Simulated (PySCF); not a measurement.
Species: C₆H₅F₃O.
Numbering: `[F:1][C:2]([F:3])([F:4])[C:5]1=[CH:6][CH2:7][CH:8]=[CH:9][O:10]1`

Cartesian coordinates in Å at the GFN2-xTB level; atoms count from 1:
```xyz
15
C6H5F3O angstrom
F      2.693   -1.497    0.200
C      2.278   -0.269   -0.142
F      2.885    0.586    0.693
F      2.768   -0.024   -1.365
C      0.775   -0.141   -0.092
C      0.144    0.727    0.688
C     -1.353    0.829    0.710
C     -1.936   -0.166   -0.256
C     -1.186   -0.979   -0.979
O      0.184   -1.025   -0.948
H      0.709    1.384    1.328
H     -1.725    0.642    1.724
H     -1.661    1.848    0.443
H     -3.009   -0.202   -0.349
H     -1.571   -1.704   -1.679
```

NICS = −σ at a ghost point: NICS(0) at the centroid of the ring atoms, NICS(1) 1 Å to either side along the normal of their mean plane, zz for the tensor component along that normal. Level: GIAO PBE0/pcSseg-1 (PySCF, non-relativistic, gas phase) on the GFN2-xTB geometry, one conformer.

Ring bond lengths (Å), with Mayer bond orders in brackets: C5–C6 1.327 (1.73), C6–C7 1.500 (1.03), C7–C8 1.504 (1.03), C8–C9 1.322 (1.86), C9–O10 1.371 (0.98), O10–C5 1.365 (1.00).

Question: Give the NICS values of each ring in ppm.

Answer: 
```json
{"ring": "C5–C6–C7–C8–C9–O10", "type": "6-membered ring with O; formal bonds 2 double, 4 single", "NICS(0)": "3.4", "NICS(1), two faces": "0.8 / 0.8", "NICS(1)zz, two faces": "7.9 / 8.0", "rms pucker (Å)": "0.00", "centre to ring atoms, mean (Å)": "1.40"}
```

Question: What do they say, and how far can they be read as aromaticity?

Answer: 
- C5–C6–C7–C8–C9–O10: mean NICS(1)zz 8.0 ppm, deshielded. C7 has four or more neighbours, and the NICS criterion for π rings isn't applied.

Question: What is the mean of the two in-plane components of NICS at the second NICS(1) probe listed for ring C5–C6–C7–C8–C9–O10, 1 Å off the ring?

Answer: The isotropic value is a third of the trace: (3 × 0.8 − (8.0))/2 = -2.8 ppm.

Question: List the ring angles and the Hirshfeld charges of the ring atoms.

Answer: 
- C5–C6–C7–C8–C9–O10: C5 125.9° (+0.029 e), C6 121.9° (-0.060 e), C7 109.4° (-0.065 e), C8 122.6° (-0.071 e), C9 125.1° (+0.023 e), O10 115.2° (-0.095 e); sum 720.0° against 720° for a flat convex ring.
